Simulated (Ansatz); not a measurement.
Consider the homolysis of the O–Si bond: `BO[SiH](O)[SiH3]` → `B[O]`• + `O[SiH][SiH3]`•.

Computed with Ansatz on PBE0-D4/def2-TZVP structures; ΔE is electronic, products minus reactants. CCSD(T)/CBS adds triple-zeta CCSD(T) − MP2 to the extrapolated MP2 energy (def2 sets, frozen cores). This one scheme is used for every species. Functionals use def2-TZVPP. No spin–orbit coupling; open shells (•) take unrestricted orbitals. One conformer a species, not always the lowest.

| level | ΔE (kJ/mol) |
| --- | --- |
| r2SCAN-D4 | 428.4 |
| B2PLYP | 459.5 |
| SCS-MP2/def2-TZVPP | 514.8 |
| MP2/def2-QZVPP | 531.8 |

**Question.** What does CCSD(T)/CBS give? (Estimate.)

**Answer.** Ansatz gave: +486.0 kJ/mol. The listed levels differ from it by -57.6, -26.5, 28.8, 45.8 kJ/mol.

Largest T1 diagnostic among the species: 0.040.

The D4 term adds +14.1 kJ/mol with B3LYP and +7.9 kJ/mol with PBE0; it sums over pairs of atoms, weighted by their polarisabilities, and B3LYP, whose exchange is more repulsive, gets the larger term. From PBE to PBE0 (25 % exact exchange), in def2-TZVPP and without D4, ΔE moves by +26.1 kJ/mol. In def2-TZVPP, CCSD(T) changes the Hartree–Fock value by +92.4 kJ/mol (the triples alone add +3.9 kJ/mol) and MP2 by +144.0 kJ/mol; breaking electron pairs costs correlation energy, which Hartree–Fock lacks.

B3LYP here is the variant with VWN-RPA as its local correlation; programs differ in this.
